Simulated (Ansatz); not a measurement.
Start from `C[N](C)[Cd][N](C)C` and change one atom or group to get `C[S][Cd][N](C)C`.

Ansatz, PBE0-D4/def2-TZVP geometries, multiplicity 1. Each molecule was computed in one conformer, which needn't be the lowest.

Elements past krypton have def2 core potentials.

```json
{"property": "HOMO energy (PBE/def2-TZVPP) / eV", "`C[N](C)[Cd][N](C)C`": "-4.35"}
{"property": "size of the dipole moment (PBE/def2-TZVPP) / D", "`C[N](C)[Cd][N](C)C`": "0.37"}
{"property": "LUMO energy (B3LYP/def2-TZVPP) / eV", "`C[N](C)[Cd][N](C)C`": "-0.85"}
{"property": "HOMO–LUMO gap (PBE0/def2-TZVPP) / eV", "`C[N](C)[Cd][N](C)C`": "4.98"}
{"property": "size of the dipole moment (ωB97M-V/def2-TZVPP) / D", "`C[N](C)[Cd][N](C)C`": "0.52"}
{"property": "LUMO energy (PBE0/def2-TZVPP) / eV", "`C[N](C)[Cd][N](C)C`": "-0.57"}
```

Question: Give the same properties after the change, and the shifts. (Estimate.)

Answer: Computed: 
```tsv
property	`C[S][Cd][N](C)C`	shift
HOMO energy (PBE/def2-TZVPP) / eV	-4.51	-0.16
size of the dipole moment (PBE/def2-TZVPP) / D	1.68	1.31
LUMO energy (B3LYP/def2-TZVPP) / eV	-1.18	-0.33
HOMO–LUMO gap (PBE0/def2-TZVPP) / eV	4.78	-0.20
size of the dipole moment (ωB97M-V/def2-TZVPP) / D	1.74	1.22
LUMO energy (PBE0/def2-TZVPP) / eV	-0.91	-0.34
```

With PBE0 the HOMO falls by 0.14 eV and the LUMO falls by 0.34 eV, so the gap narrows by about 0.20 eV. PBE moves the HOMO by -0.16 eV and ωB97M-V by -0.13 eV. Dipoles are sizes alone; their direction can turn.

B3LYP here is the variant with VWN-RPA as its local correlation; programs differ in this.
